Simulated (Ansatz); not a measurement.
Reaction (formal exchange of groups at the Si–I bond): `F[SiH](Cl)I` + `CC1BO1` → `F[Si@H](Cl)[C@H]1BO1` + `CI`

Isolated molecules relaxed with PBE0-D4/def2-TZVP in Ansatz; ΔE leaves out vibrations. CCSD(T)/CBS adds triple-zeta CCSD(T) − MP2 to the extrapolated MP2 energy (def2 sets, frozen cores). Functionals use def2-TZVPP. B3LYP here is the variant with VWN-RPA as its local correlation; programs differ in this. def2 core potentials past Kr. For I outer-core shells are correlated without core-valence functions, which leaves a few kJ/mol of doubt a bond. Each species was taken in one conformer, which may not be the lowest.

```
             level  ΔE (kcal/mol)
          B3LYP-D4           21.4
            r2SCAN           22.8
             B3LYP           21.3
     HF/def2-TZVPP           22.4
    MP2/def2-TZVPP           22.3
SCS-MP2/def2-TZVPP           21.2
    MP2/def2-QZVPP           22.9
SCS-MP2/def2-QZVPP           21.8
```

Task: What does CCSD(T)/CBS give? (Best estimate.)

Result: Ansatz gave: +21.8 kcal/mol. The listed levels differ from it by -0.4, 1.0, -0.5, 0.6, 0.5, -0.6, 1.1, 0.0 kcal/mol.

Largest T1 diagnostic among the species: 0.015.

From PBE to PBE0 (25 % exact exchange), in def2-TZVPP and without D4, ΔE moves by +0.9 kcal/mol.
